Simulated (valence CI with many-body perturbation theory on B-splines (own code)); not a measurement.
# E1 transitions of Nb⁸⁺

Computed by configuration interaction combined with many-body perturbation theory (CI+MBPT): five valence electrons over a frozen Dirac-Fock core [Ar] 3d10, radial functions for each j: 11 s, 11 p, 10 d, 8 f, 5 g, 2 h, with the one-electron correlation potential Σ1, the two-electron term Σ2, the three-electron term Σ3, Breit, model QED; selected CI, second order for the rest (own B-spline code, finite nucleus).

No measured spectrum was set against this ion. As an estimate, levels hold to about 250 cm⁻¹ or 0.2 % of their energy and the worst to 1 %, as in measured heavy ions of charge 2 to 7; those with d or f electrons hold less well. Among the levels kept, up to 2900 cm⁻¹ of a level comes from second order outside the variational space, and about a tenth of that is noise between levels of different J, which matters for small intervals.

Lines 301 to 350 of 584 in falling wavelength, among levels below 712900 cm⁻¹, chosen from the strongest by gf and those to the six lowest levels. Wavelengths and rates use the calculated energies, so an error of 600 cm⁻¹ moves a line at 294.7 Å by 0.18 % and its rate by three times that or more. Electric multipoles are in the length gauge, E1 and E2 with the static RPA response of the core. Weak lines are less certain than strong ones. Lines between different terms over intervals too small for the method are left out, as are lines whose strength nearly cancels. Where a level lies close to another of its J and parity, the split of strength between their lines is uncertain. The highest levels of a list are the least certain.

Names give the largest LS component (configuration and term), which can be under half, so a name can repeat, a term be missing and a line seem to break the LS rules; names also repeat where a configuration has a term twice. Letters in brackets count levels of one name in rising energy.

```csv
λ vac (Å),Upper,Lower,A (s⁻¹),log gf,Branch %
294.7,4s2 4p2 4d 4P_1/2,4s2 4p3 2P°_1/2,2.20e+09,-1.24,2.1
294.6,4s2 4p2 4f 4D°_5/2,4s2 4p2 4d 2F_5/2 [a],1.84e+09,-0.84,3.1
294.3,4s2 4p2 4f 2G°_7/2 [b],4s2 4p2 4d 4D_5/2,2.74e+09,-0.55,4.2
294.2,4s2 4p2 4d 2D_5/2 [a],4s2 4p3 2P°_3/2,3.01e+09,-0.63,4.2
293.7,4s2 4p2 4f 4D°_5/2,4s2 4p2 4d 4F_7/2,2.02e+09,-0.81,3.4
293.7,4s2 4p2 4f 4F°_9/2,4s2 4p2 4d 4F_9/2,1.45e+10,0.27,20.6
293.7,4s2 4p2 5p 2D°_5/2 [d],4s2 4p2 4d 2F_7/2 [a],2.75e+09,-0.67,8.9
293.2,4s2 4p2 5p 2F°_7/2 [b],4s2 4p2 4d 4F_9/2,2.07e+09,-0.67,5.3
293.2,4s2 4p2 4f 2G°_7/2 [a],4s2 4p2 4d 4F_5/2,6.18e+09,-0.20,21.5
293.1,4s2 4p2 4f 2F°_5/2 [b],4s2 4p2 4d 4D_7/2,9.62e+09,-0.13,19.8
293.1,4s2 4p2 4d 2D_3/2 [a],4s2 4p3 2P°_1/2,1.49e+09,-1.11,4.8
292.9,4s2 4p2 4f 4F°_7/2,4s2 4p2 4d 4D_7/2,1.45e+10,0.17,22.1
292.8,4s 4p3 4d 2F°_5/2 [a],4s 4p4 2D_5/2,3.03e+09,-0.63,23.0
292.8,4s 4p3 4d 4S°_3/2,4s 4p4 2D_5/2,5.49e+09,-0.55,6.5
292.6,4s 4p3 4d 2P°_3/2 [d],4s2 4p2 4d 2F_5/2 [a],4.31e+09,-0.65,7.8
292.5,4s2 4p2 4d 2G_7/2,4s2 4p3 2D°_5/2,1.57e+09,-0.79,100.0
292.2,4s2 4p2 4f 4F°_9/2,4s2 4p2 4d 2F_7/2 [a],3.30e+10,0.63,47.0
291.7,4s2 4p2 5p 2F°_7/2 [b],4s2 4p2 4d 2F_7/2 [a],4.28e+09,-0.36,10.9
291.6,4s2 4p2 4f 4F°_3/2 [a],4s2 4p2 4d 4D_3/2,1.03e+10,-0.28,17.4
291.3,4s2 4p2 4d 2P_3/2 [a],4s2 4p3 2D°_3/2,2.12e+10,0.03,37.5
291.3,4s2 4p2 4d 4D_3/2,4s2 4p3 4S°_3/2,1.51e+09,-1.12,42.3
291.3,4s 4p3 4d 4G°_7/2,4s 4p4 4P_5/2,2.43e+08,-1.61,12.7
291.2,4s 4p3 4d 2P°_3/2 [e],4s2 4p2 4d 4D_1/2,1.10e+10,-0.25,14.2
290.6,4s2 4p2 4f 4F°_3/2 [a],4s2 4p2 4d 4D_1/2,1.89e+10,-0.02,31.7
290.4,4s2 4p2 4f 4D°_1/2,4s2 4p2 4d 4D_3/2,1.10e+10,-0.56,19.8
290.4,4s2 4p2 4f 2G°_9/2 [a],4s2 4p2 4d 2F_7/2 [a],1.89e+09,-0.62,32.9
290.1,4s2 4p2 4f 4F°_5/2,4s2 4p2 4d 4D_5/2,4.54e+09,-0.46,5.2
290.0,4s2 4p 4d2 4G°_5/2,4s2 4p2 4d 4D_3/2,3.31e+09,-0.60,4.8
289.9,4s2 4p 4d2 4G°_7/2,4s2 4p2 4d 4D_5/2,2.04e+09,-0.69,2.4
289.5,4s 4p3 4d 2F°_5/2 [a],4s 4p4 2D_3/2,2.05e+09,-0.81,15.5
289.4,4s2 4p2 4f 2F°_7/2,4s2 4p2 4d 4D_7/2,3.45e+09,-0.46,9.5
289.3,4s2 4p2 4f 4F°_3/2 [b],4s2 4p2 4d 4D_5/2,1.67e+10,-0.08,26.6
288.8,4s2 4p2 4f 2G°_7/2 [b],4s2 4p2 4d 2F_7/2 [a],1.62e+10,0.21,25.1
288.5,4s2 4p2 4f 4D°_7/2,4s2 4p2 4d 4F_5/2,3.84e+09,-0.42,9.9
288.5,4s2 4p2 4d 2D_3/2 [b],4s2 4p3 2P°_3/2,5.61e+08,-1.55,0.6
288.5,4s2 4p2 4f 2F°_5/2 [a],4s2 4p2 4d 4D_5/2,4.40e+09,-0.48,10.6
288.0,4s 4p3 4d 4P°_1/2 [b],4s 4p4 2D_3/2,9.14e+09,-0.64,9.5
287.8,4s2 4p2 4f 2G°_9/2 [b],4s2 4p2 4d 4D_7/2,4.85e+10,0.78,58.2
287.7,4s 4p3 4d 2G°_7/2 [b],4s 4p4 2D_5/2,3.25e+09,-0.49,13.7
287.3,4s2 4p2 4f 4F°_3/2 [a],4s2 4p2 4d 2F_5/2 [a],1.98e+10,-0.01,33.3
287.2,4s 4p3 4d 2F°_5/2 [c],4s 4p4 2P_3/2,4.39e+09,-0.49,20.9
287.0,4s2 4p2 4f 4F°_9/2,4s2 4p2 4d 4F_7/2,1.94e+10,0.38,27.7
287.0,4s2 4p2 4f 4D°_5/2,4s2 4p2 4d 4F_5/2,8.21e+09,-0.22,13.9
286.1,4s 4p3 4d 4D°_3/2 [b],4s 4p4 4P_1/2,4.17e+09,-0.69,36.6
286.0,4s2 4p2 4d 4D_5/2,4s2 4p3 4S°_3/2,1.74e+09,-0.89,64.2
285.7,4s2 4p2 4d 4P_5/2,4s2 4p3 2D°_5/2,4.26e+09,-0.50,4.2
285.7,4s2 4p 4d2 4G°_5/2,4s2 4p2 4d 2F_5/2 [a],7.88e+09,-0.24,11.5
285.6,4s2 4p2 4d 2D_5/2 [b],4s2 4p3 2P°_3/2,1.41e+09,-0.99,6.8
285.4,4s 4p3 4d 2D°_3/2 [b],4s 4p4 2D_3/2,9.87e+09,-0.32,48.9
285.3,4s2 4p2 4f 2G°_9/2 [a],4s2 4p2 4d 4F_7/2,2.55e+09,-0.51,44.3
```

(1) How does gf follow from A for the line at 292.9 Å?

Answers

(1) gf = 1.4992 × (2J+1)_upper × A / σ², with σ = 341403 cm⁻¹ and 2J+1 = 8: gf = 1.50.
